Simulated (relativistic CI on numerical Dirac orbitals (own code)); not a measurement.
# Slater and spin-orbit integrals, Pr4+

Calculated at this level of theory: Dirac-Coulomb-Breit CI, orbitals from a KLI potential per configuration, a model potential for QED, valence Slater integrals scaled by 0.85, P86 correlation energy added to each configuration (own radial code, finite nucleus).

Slater integrals F^k, G^k are unscaled and averaged over j, outside the closed core [Kr] 4d10; ζ comes from projecting the Hamiltonian with its Breit term on Σ l·s of the shell.

- 4f 5s2 5p6: ζ(4f) = 826.88 cm⁻¹; <r>(4f) = 0.9363, <r^2>(4f) = 1.094 (bohr units).
- 5s2 5p6 5d: ζ(5d) = 1260.5 cm⁻¹; <r>(5d) = 2.029, <r^2>(5d) = 4.655 (bohr units).
- 4f 5s2 5p5 5d: ζ(4f) = 827.21, F^2(4f,5p) = 53239, G^2(4f,5p) = 27605, G^4(4f,5p) = 21660, ζ(5p) = 18544, F^2(4f,5d) = 34685, F^4(4f,5d) = 17843, G^1(4f,5d) = 16047, G^3(4f,5d) = 13667, G^5(4f,5d) = 10611, F^2(5p,5d) = 53737, G^1(5p,5d) = 64008, G^3(5p,5d) = 40184, ζ(5d) = 1182.9 cm⁻¹; <r>(4f) = 0.9265, <r^2>(4f) = 1.067, <r>(5p) = 1.608, <r^2>(5p) = 2.904, <r>(5d) = 2.079, <r^2>(5d) = 4.886 (bohr units).

Averages of the first 10 configurations, taken without configuration mixing, which lowers the lowest level and can move excited configurations by several eV; other configurations of the list can lie among them:

```json
{"Configuration": "4f 5s2 5p6", "Parity": "odd", "States": "14", "Average energy above the lowest level (eV)": "0.3"}
{"Configuration": "5s2 5p6 5d", "Parity": "even", "States": "10", "Average energy above the lowest level (eV)": "14.6"}
{"Configuration": "4f 5s2 5p5 5d", "Parity": "even", "States": "840", "Average energy above the lowest level (eV)": "26.5"}
{"Configuration": "4f2 5s2 5p5", "Parity": "odd", "States": "546", "Average energy above the lowest level (eV)": "16.4"}
{"Configuration": "5s2 5p6 6s", "Parity": "even", "States": "2", "Average energy above the lowest level (eV)": "22.6"}
{"Configuration": "5s2 5p6 6p", "Parity": "odd", "States": "6", "Average energy above the lowest level (eV)": "28.4"}
{"Configuration": "4f 5s2 5p5 5f", "Parity": "odd", "States": "1176", "Average energy above the lowest level (eV)": "47.6"}
{"Configuration": "4f 5s 5p6 5d", "Parity": "odd", "States": "280", "Average energy above the lowest level (eV)": "50.0"}
{"Configuration": "5s2 5p6 6d", "Parity": "even", "States": "10", "Average energy above the lowest level (eV)": "36.4"}
{"Configuration": "4f 5s2 5p5 5g", "Parity": "even", "States": "1512", "Average energy above the lowest level (eV)": "55.0"}
```
